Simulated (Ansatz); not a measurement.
Reaction (ligand exchange at the Si–C bond): `[SiH3]C1BN1` + `C[SiH2]N` → `C[SiH2]N[SiH3]` + `B1CN1`

Computed with Ansatz on PBE0-D4/def2-TZVP structures; ΔE is electronic, products minus reactants. CCSD(T)/CBS is the MP2 limit (def2-TZVPP, def2-QZVPP) plus CCSD(T) − MP2 in def2-TZVPP, frozen cores. This one scheme is used for every species. Functionals use def2-TZVPP. B3LYP here is the variant with VWN-RPA as its local correlation; programs differ in this. One conformer a species, not always the lowest.

`[SiH3]C1BN1`:

```xyz
10

Si   -0.190    0.634    1.278
C     0.620   -0.080   -0.240
B    -0.007   -1.293   -1.019
N    -0.106   -0.061   -1.535
H    -0.264    2.124    1.237
H    -1.582    0.115    1.390
H     0.579    0.248    2.493
H     1.698    0.081   -0.324
H    -0.277   -2.435   -1.163
H    -0.472    0.668   -2.116
```

`C[SiH2]N`:

Z-matrix (Å, degrees):
```
C
Si 1 1.871
H 1 1.093 2 111.2
H 1 1.094 2 110.5 3 119.8
H 1 1.093 2 111.2 3 -120.4
N 2 1.720 1 116.4 3 60.2
H 2 1.489 1 108.4 3 -179.4
H 2 1.489 1 108.4 3 -60.3
H 6 1.007 2 120.7 1 73.7
H 6 1.007 2 120.7 1 -73.5
```

`C[SiH2]N[SiH3]`:

```xyz
13

C    -1.113    0.495    1.820
Si   -0.569   -0.709    0.503
N    -0.083    0.074   -0.960
Si    1.482    0.118   -1.683
H    -1.420   -0.037    2.725
H    -0.303    1.180    2.081
H    -1.964    1.091    1.479
H    -1.694   -1.650    0.234
H     0.609   -1.488    0.969
H    -0.822    0.506   -1.497
H     2.486   -0.155   -0.624
H     1.728    1.461   -2.278
H     1.663   -0.886   -2.769
```

`B1CN1`:

```xyz
7

B     0.152    0.850   -0.407
C     0.195   -0.263    0.686
N    -0.412   -0.343   -0.647
H     0.370    1.922   -0.858
H     1.089   -0.864    0.853
H    -0.488   -0.256    1.535
H    -0.906   -1.047   -1.162
```

```csv
level,ΔE (kcal/mol)
r2SCANh-D4,-14.4
B3LYP,-14.4
HF/def2-SVP,-16.8
CCSD/CBS(def2),-15.1
```

Question: What does CCSD(T)/CBS give? (An estimate is asked.)

Answer: Ansatz gave: -14.7 kcal/mol. The listed levels differ from it by 0.3, 0.3, -2.1, -0.4 kcal/mol.

Largest T1 diagnostic among the species: 0.014.

Leaving LDA and LC-ωPBE aside and taking each functional with its dispersion term where it has one, the values, not all of them listed here, spread over 3.5 kcal/mol, from BHLYP-D4 to PBE-D4. In def2-TZVPP, CCSD(T) changes the Hartree–Fock value by +2.1 kcal/mol (the triples alone add +0.4 kcal/mol) and MP2 by +1.9 kcal/mol.
